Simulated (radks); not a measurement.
Tl III, configuration [Xe] 4f14 5d9 6s1 6p1 (not the ground configuration).

Calculated with a radial shooting solver on a logarithmic mesh with Libxc functionals: Dirac Kohn-Sham, PBE, spin-unpolarised, spherical densities, finite nucleus; open shells are shared between the two j in proportion to 2j + 1; Fermi nuclear charge, rms radius 5.4759 fm.

Energy parts (hartree):
part                       energy
total                 -20281.9084
kinetic                23481.2508
electron-nucleus      -51164.4283
Hartree                 7782.2991
exchange-correlation    -381.0300

Orbitals (lengths in bohr, moments of r in powers of bohr; <r^-3> diverges for s and p1/2; r(90%) holds 90 % of the orbital's charge):
orbital      occ.  eigenvalue (hartree)  <r^-3>  r(90%)      <r>       <r^4>
1s1/2           2             -3140.479       -  0.0299  0.01632   3.762e-07
2s1/2           2             -559.4530       -   0.107  0.06808  0.00005419
2p1/2           2             -537.2571       -  0.0934  0.05589  0.00003201
2p3/2           4             -461.3546   22400   0.105  0.06468  0.00005093
3s1/2           2             -134.1947       -   0.261   0.1770    0.001961
3p1/2           2             -124.1391       -   0.252   0.1674    0.001701
3p3/2           4             -107.2648    5262   0.275   0.1835    0.002394
3d3/2           4             -90.60012   921.9   0.248   0.1595    0.001576
3d5/2           6             -86.99603   756.6   0.254   0.1644    0.001745
4s1/2           2             -30.63195       -   0.562   0.3916     0.04332
4p1/2           2             -26.29058       -   0.571   0.3931     0.04585
4p3/2           4             -22.18804    1284   0.620   0.4274     0.06369
4d3/2           4             -15.08579   203.4   0.646   0.4333     0.07440
4d5/2           6             -14.32021   163.1   0.662   0.4444     0.08209
5s1/2           2              -5.66654       -    1.25   0.8762       1.067
4f5/2           6              -5.15263   35.25   0.740   0.4643      0.1330
4f7/2           8              -4.98352   33.43   0.750   0.4707      0.1407
5p1/2           2              -4.20424       -    1.35   0.9381       1.460
5p3/2           4              -3.45391   231.3    1.49    1.029       2.131
5d3/2         3.6              -1.43896   23.84    1.96    1.303       6.487
5d5/2         5.4              -1.35163   18.61    2.04    1.347       7.462
6s1/2           1              -1.02318       -    3.18    2.206       44.01
6p1/2    0.333333              -0.71353       -    3.80    2.606       88.71
6p3/2    0.666667              -0.63208   25.02    4.16    2.865       127.9

The highest occupied level is 6p3/2 at -17.200 eV. The electron density at the nucleus is 2.523e+06 e/bohr^3. The density falls to 0.001 e/bohr^3 at r = 4.00 bohr.
